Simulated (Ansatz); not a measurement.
Mulliken charges of CH5ClFNSi (`N[SiH](F)CCl`) from PBE/def2-TZVPP in Ansatz (PBE0-D4/def2-TZVP geometry).

```json
{"atom": "N1", "x (Å)": "-0.482", "y (Å)": "-1.277", "z (Å)": "-0.887", "charge (e)": "-0.371"}
{"atom": "Si2", "x (Å)": "0.096", "y (Å)": "-0.513", "z (Å)": "0.504", "charge (e)": "0.543"}
{"atom": "F3", "x (Å)": "1.543", "y (Å)": "-1.029", "z (Å)": "0.974", "charge (e)": "-0.285"}
{"atom": "C4", "x (Å)": "0.356", "y (Å)": "1.315", "z (Å)": "0.192", "charge (e)": "-0.204"}
{"atom": "Cl5", "x (Å)": "-1.205", "y (Å)": "2.125", "z (Å)": "-0.105", "charge (e)": "-0.149"}
{"atom": "H6", "x (Å)": "-0.161", "y (Å)": "-1.068", "z (Å)": "-1.817", "charge (e)": "0.152"}
{"atom": "H7", "x (Å)": "-1.045", "y (Å)": "-2.108", "z (Å)": "-0.852", "charge (e)": "0.157"}
{"atom": "H8", "x (Å)": "-0.837", "y (Å)": "-0.787", "z (Å)": "1.616", "charge (e)": "-0.091"}
{"atom": "H9", "x (Å)": "0.822", "y (Å)": "1.797", "z (Å)": "1.053", "charge (e)": "0.131"}
{"atom": "H10", "x (Å)": "0.996", "y (Å)": "1.493", "z (Å)": "-0.674", "charge (e)": "0.118"}
```

Question: By hand: the dipole of these point charges (1 e Å = 4.8032 D).

Answer: Σ q r = (0.011, -0.107, -0.197) e Å, of length 0.224 e Å = 1.08 D.

Question: How does the dipole of the full density compare? (An estimate is asked.)

Answer: Ansatz gave: (0.027, -0.191, -0.277) e Å, 1.62 D; the point charges give 0.67 times that, at 6° from its direction.

Point charges leave out the atoms' own dipoles, such as those of lone pairs, and Mulliken's split depends on the basis, so the two needn't agree.
